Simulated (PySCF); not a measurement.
# Reading the logs of faulty runs: BGeH4O cation

Calculated results; nothing here was measured. They come from PySCF 2.14.0, an open-source quantum chemistry program, on an isolated molecule that a program drew, which may never have been made. The molecule is BGeH4O cation (charge +1, singlet), drawn as the SMILES string `B[O][GeH2+]`.

Each row is a Hartree-Fock (HF) and frozen-core CCSD(T) single point in the cc-pVDZ basis, meant for a local HF minimum. Run 1 is clean. Each other run has one planted mistake out of seven kinds, and not every kind appears here: one electron removed, one electron added, multiplicity raised by two, geometry at a saddle point, minimal basis STO-3G, one bond length entered in bohr, all coordinates scaled. The reference is restricted for singlets and unrestricted otherwise, and also for a bond in bohr. Adding or removing an electron swaps singlet and doublet. Electrons count all cores. HOMO and LUMO are orbital energies over both spins, the gradient is its largest component, and the lowest frequency (negative if imaginary) is given only where the gradient is small. Bond lengths are over the 6 bonds as drawn. T1 is the CCSD diagnostic: over 0.02 (restricted) or 0.045 (unrestricted) a single reference is doubtful. Germanium has the cc-pVDZ-PP basis, with a core potential (ECP10MDF) in place of its 10 inner electrons, and its 3s, 3p and 3d shells are frozen in CCSD(T).

Geometry of the clean run:
```xyz
7
BGeH4O cation, angstrom
B    -1.0320    1.7597    0.6692
O     0.1320    1.1990    0.1376
Ge    1.5220    0.5339   -0.5048
H    -2.0649    1.3047    0.2961
H    -0.8923    2.6448    1.4502
H     2.1011   -0.6275    0.2554
H     2.0299    1.1751   -1.7670
```

| run | electrons | basis functions | <S^2> | HOMO (eV) | LUMO (eV) | gradient (hartree/bohr) | lowest frequency (cm^-1) | mean bond (Å) | longest bond (Å) | T1 | HF (hartree) | CCSD(T) (hartree) | mistake |
|---|---|---|---|---|---|---|---|---|---|---|---|---|---|
| 1 | 48 | 71 | 0.000 | -17.07 | -5.46 | 1.1e-05 | 47 | 1.4087 | 1.669 | 0.0217 | -395.00069 | -395.38552 | no fault |
| 2 | 49 | 71 | 0.768 | -6.82 | 2.32 | 8.3e-02 | - | 1.4087 | 1.669 | 0.0173 | -395.22579 | -395.61994 | one electron added |
| 3 | 47 | 71 | 0.781 | -24.85 | -14.85 | 1.4e-01 | - | 1.4087 | 1.669 | 0.0230 | -394.41652 | -394.78151 | one electron removed |
| 4 | 48 | 71 | 2.040 | -13.10 | -7.82 | 1.6e-01 | - | 1.4087 | 1.669 | 0.0531 | -394.85868 | -395.21690 | multiplicity raised by two |
| 5 | 48 | 71 | 0.680 | -14.08 | -5.60 | 1.9e-02 | - | 1.5849 | 2.246 | 0.0702 | -394.87361 | -395.26007 | ? |
| 6 | 48 | 71 | 0.000 | -17.16 | -5.44 | 1.1e-02 | - | 1.3903 | 1.648 | 0.0210 | -394.99950 | -395.38211 | ? |

**Which mistake was planted in run 5, and what did it cost?**

The mean bond changes by a factor of 1.125 and the longest by 1.346, so the molecule wasn't scaled as a whole. A length L in bohr read as angstrom grows by (1/0.5292 - 1) L = 0.890 L. The 6 bonds together grew by 6 x 0.1762 = 1.057 Å, which gives L = 1.188 Å. That is the length of one of the B-H bonds, 1.189 Å in the clean geometry. So the mistake is: one bond length entered in bohr. Subtracting run 1 and multiplying by 627.51 kcal/mol a hartree, the energy moved by 79.7 kcal/mol in HF and 78.7 kcal/mol in CCSD(T).

**Which mistake was planted in run 6, and what did it cost?**

The mean and the longest bond both change by the same factor, 0.987, and the gradient is no longer small. So the mistake is: all coordinates scaled. Subtracting run 1 and multiplying by 627.51 kcal/mol a hartree, the energy moved by 0.7 kcal/mol in HF and 2.1 kcal/mol in CCSD(T).

Cautions from the logs. Run 1: T1 is over the limit, so its CCSD(T) energy is less reliable; run 4: T1 is over the limit, so its CCSD(T) energy is less reliable; run 5: T1 is over the limit, so its CCSD(T) energy is less reliable; run 6: T1 is over the limit, so its CCSD(T) energy is less reliable.
